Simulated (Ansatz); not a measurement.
CH₈BClSi₂, SMILES `[SiH3]C([SiH3])BCl` at its PBE0-D4/def2-TZVP geometry, where that method's forces vanish. Total charge 0; spin multiplicity 1.

```
atom   x (Å)   y (Å)   z (Å)
 Si1  -0.133  -1.583   0.547
  C2  -0.057   0.299   0.465
 Si3  -0.914   0.855  -1.120
  B4   1.406   0.755   0.445
 Cl5   2.057   1.813   1.682
  H6   0.547  -2.167  -0.637
  H7   0.532  -2.078   1.781
  H8  -1.554  -2.021   0.560
  H9  -0.611   0.706   1.319
 H10  -2.334   0.417  -1.094
 H11  -0.871   2.336  -1.244
 H12  -0.238   0.251  -2.297
 H13   2.171   0.416  -0.408
```

For each bond, give half the difference of the two atoms' forces along it (eV/Å; positive pushes the atoms apart) under PBE-D4, r2SCAN-D4, B3LYP-D4, ωB97M-V in def2-TZVPP. (Estimate.)

Ansatz gave: 
```csv
bond,length (Å),PBE-D4,r2SCAN-D4,B3LYP-D4,ωB97M-V
Si1–C2,1.886,0.03,0.03,0.12,0.06
Si1–H6,1.485,0.06,-0.03,-0.07,-0.09
Si1–H7,1.486,0.07,-0.02,-0.10,-0.12
Si1–H8,1.486,0.08,-0.02,-0.09,-0.11
C2–Si3,1.886,0.03,0.03,0.12,0.06
C2–B4,1.533,-0.03,0.01,-0.01,0.06
C2–H9,1.096,0.11,0.00,-0.05,-0.05
Si3–H10,1.486,0.08,-0.02,-0.09,-0.11
Si3–H11,1.486,0.07,-0.02,-0.10,-0.12
Si3–H12,1.485,0.06,-0.03,-0.07,-0.09
B4–Cl5,1.753,0.13,0.11,0.19,0.11
B4–H13,1.195,0.05,-0.06,-0.17,-0.15
```

B3LYP here is the variant with VWN-RPA as its local correlation; programs differ in this.
